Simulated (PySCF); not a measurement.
## Dipole moment and polarisability of `Cc1pcc(C)c(Br)p1`

Species: C6H7BrP2.
Atom-mapped SMILES: `[CH3:1][c:2]1[p:3][cH:4][c:5]([CH3:6])[c:7]([Br:8])[p:9]1` (hydrogens: H10, H11, H12 on C1; H13 on C4; H14, H15, H16 on C6)

Cartesian coordinates in Å at the PBE0-D3(BJ)/def2-SVP level; atoms count from 1:
```xyz
16
C6H7BrP2 angstrom
C      3.3091    0.0910    0.1393
C      1.7985    0.0214    0.1504
P      1.0885   -1.5700    0.1562
C     -0.6138   -1.2796    0.1984
C     -1.3538   -0.0895    0.2207
C     -2.8533   -0.1812    0.2590
C     -0.7131    1.1568    0.2100
Br    -1.7970    2.7208    0.2408
P      0.9887    1.5532    0.1636
H      3.7381   -0.5840   -0.6178
H      3.6680    1.1102   -0.0709
H      3.7234   -0.2104    1.1156
H     -1.2075   -2.2013    0.2065
H     -3.2462    0.2541    1.1915
H     -3.3061    0.3868   -0.5679
H     -3.1835   -1.2261    0.1938
```

Level: PBE0/def2-SVPD (PySCF), static field, nuclei fixed, core orbitals frozen in the response. The polarisability tensor in these axes (au):

```
x   183.46 -19.27  -1.98
y   -19.27 169.25   0.68
z    -1.98   0.68  88.57
```

What are the eigenvalues, a third of the trace, and Δα (Δα² = ½Σ(αi − αj)² over the three pairs)?

Principal values 88.53, 155.82 and 196.94 au; mean 147.10 au = 21.80 Å³ = 24.25 × 10⁻⁴⁰ C²·m²/J; Δα = 94.79 au (64 % of the mean).

What is the dipole moment, and where does it point?

(-0.46, -1.18, 0.07) D, 1.27 D in size, pointing from the negative to the positive side. Measured along this direction, the outermost atoms are H11 at the negative end and H13 at the positive end.

In TDDFT the mean static polarisability is Σ f/ω² over all singlet excitations (ω in hartree). How much of it do the 10 lowest give? Their energies (eV) and oscillator strengths: 3.89, 0.0124; 3.89, 0.0084; 4.22, 0.0011; 4.25, 0.1089; 4.91, 0.1943; 4.92, 0.0159; 5.16, 0.3249; 5.33, 0.0013; 5.35, 0.0002; 5.36, 0.0051.

They add up to 21.21 au, 14.4 % of the 147.10 au; the largest single term is 9.04 au, from the state at 5.16 eV. Terms in order: 0.61, 0.41, 0.05, 4.47, 5.98, 0.49, 9.04, 0.03, 0.01, 0.13 au. Higher excitations give the rest. The strengths listed sum to 0.673.

Directions of the eigenvectors, and the extent of the frame along each?

Largest value along (0.82, -0.57, -0.02), where the nuclei span 6.45 Å; middle along (0.57, 0.82, -0.01), 5.84 Å; least along (0.02, 0.00, 1.00), 1.83 Å. The response follows the extents in order.

Rayleigh depolarisation ratio (linearly polarised light, static tensor)?

ρ = 3Δα²/(45ᾱ² + 4Δα²) = 26955.7/(973681 + 35941.0) = 0.0267.

Traceless (Buckingham) quadrupole moment about the centre of nuclear charge: eigenvalues?

-7.16, -3.85, 11.01 D·Å. The values depend on the origin, since the dipole doesn't vanish. The electronic extent ⟨r²⟩ about the same centre is 2480 bohr², a root-mean-square distance of 2.54 Å for the 108 electrons.

What would n − 1 = 2πNα be for an ideal gas of these molecules at 350 K and 1 atm, electronic part alone?

N = p/kT = 2.0968 × 10¹⁹ cm⁻³, so n − 1 = 2π × N × 21.80 × 10⁻²⁴ cm³ = 2872 × 10⁻⁶ at long wavelengths.

Isolated species at its PBE0-D3(BJ)/def2-SVP geometry, gas phase. The calculation is non-relativistic, for bromine too.
